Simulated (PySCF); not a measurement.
## Radial density of Li (lithium, neutral)

UHF, [He] 2s1, 2S determinant. All numbers are calculated (PySCF 2.14, scalar relativity by spin-free X2C-1e, in aug-cc-pVDZ-DK (4s3p2d, 23 functions)).

```json
{"r (bohr)": "0.00703", "4πr²ρ (e/bohr)": "0.008168", "4πr²(ρα − ρβ)": "0.0001"}
{"r (bohr)": "0.0118", "4πr²ρ (e/bohr)": "0.02269", "4πr²(ρα − ρβ)": "0.0003"}
{"r (bohr)": "0.0199", "4πr²ρ (e/bohr)": "0.06139", "4πr²(ρα − ρβ)": "0.0007"}
{"r (bohr)": "0.0334", "4πr²ρ (e/bohr)": "0.1592", "4πr²(ρα − ρβ)": "0.0019"}
{"r (bohr)": "0.0562", "4πr²ρ (e/bohr)": "0.3935", "4πr²(ρα − ρβ)": "0.0047"}
{"r (bohr)": "0.0946", "4πr²ρ (e/bohr)": "0.8864", "4πr²(ρα − ρβ)": "0.0106"}
{"r (bohr)": "0.159", "4πr²ρ (e/bohr)": "1.725", "4πr²(ρα − ρβ)": "0.0201"}
{"r (bohr)": "0.268", "4πr²ρ (e/bohr)": "2.625", "4πr²(ρα − ρβ)": "0.0285"}
{"r (bohr)": "0.450", "4πr²ρ (e/bohr)": "2.707", "4πr²(ρα − ρβ)": "0.0220"}
{"r (bohr)": "0.757", "4πr²ρ (e/bohr)": "1.502", "4πr²(ρα − ρβ)": "0.0012"}
{"r (bohr)": "1.27", "4πr²ρ (e/bohr)": "0.3472", "4πr²(ρα − ρβ)": "0.0370"}
{"r (bohr)": "2.14", "4πr²ρ (e/bohr)": "0.2114", "4πr²(ρα − ρβ)": "0.1987"}
{"r (bohr)": "3.60", "4πr²ρ (e/bohr)": "0.2584", "4πr²(ρα − ρβ)": "0.2583"}
{"r (bohr)": "6.06", "4πr²ρ (e/bohr)": "0.07694", "4πr²(ρα − ρβ)": "0.0769"}
{"r (bohr)": "10.2", "4πr²ρ (e/bohr)": "0.002703", "4πr²(ρα − ρβ)": "0.0027"}
```

Densities and radii are taken from the X2C orbitals without a picture-change correction, which distorts them close to the nucleus.
